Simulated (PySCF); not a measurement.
Geometries of 2 isomers of C5H8GeO, from PySCF 2.14.0, PBE0-D3(BJ)/def2-SVP geometry optimisation, gas phase. One conformer each, no zero-point energy, no frequencies.

Task: Which isomer lies lower at this level?
A.
```xyz
15
angstrom
C     -2.620    0.310    0.096
Ge    -1.259   -0.978   -0.437
C      0.503   -0.244   -0.110
C      1.597   -0.694    0.581
C      2.608    0.308    0.454
C      2.054    1.294   -0.307
O      0.793    0.973   -0.649
H     -2.533    0.532    1.169
H     -2.486    1.245   -0.467
H     -3.628   -0.081   -0.106
H     -1.353   -2.276    0.386
H     -1.408   -1.315   -1.935
H      1.667   -1.636    1.122
H      3.612    0.297    0.873
H      2.424    2.250   -0.671
```
B.
```xyz
15
angstrom
C      3.281    0.823   -0.342
C      2.114    0.076    0.091
C      1.142   -0.564    0.453
Ge    -0.420   -1.509    0.965
C     -2.069   -0.643    0.202
C     -1.943    0.658   -0.537
O     -3.118   -1.210    0.377
H      3.572    0.542   -1.366
H      4.141    0.629    0.318
H      3.085    1.907   -0.332
H     -0.358   -2.952    0.443
H     -0.551   -1.513    2.496
H     -1.488    1.415    0.123
H     -2.928    0.996   -0.887
H     -1.249    0.538   -1.385
```

Result: A. That is `[CH3][GeH2][c]1ccco1`, 34.8 kcal/mol below the other.

```tsv
SMILES	atoms numbered as above	E (Eh)	relative (kcal/mol)	relative (kJ/mol)	dipole (D)
[CH3][GeH2][c]1ccco1	[CH3:1][GeH2:2][c:3]1[cH:4][cH:5][cH:6][o:7]1	-2346.52738	0.0	0.0	0.61
CC#[C][GeH2][C](C)=O	[CH3:1][C:2]#[C:3][GeH2:4][C:5]([CH3:6])=[O:7]	-2346.47187	34.8	145.7	3.64
```

As drawn, the lower has an aromatic ring, which the higher lacks; the higher has a C=O bond and a C≡C bond, which the lower lacks.
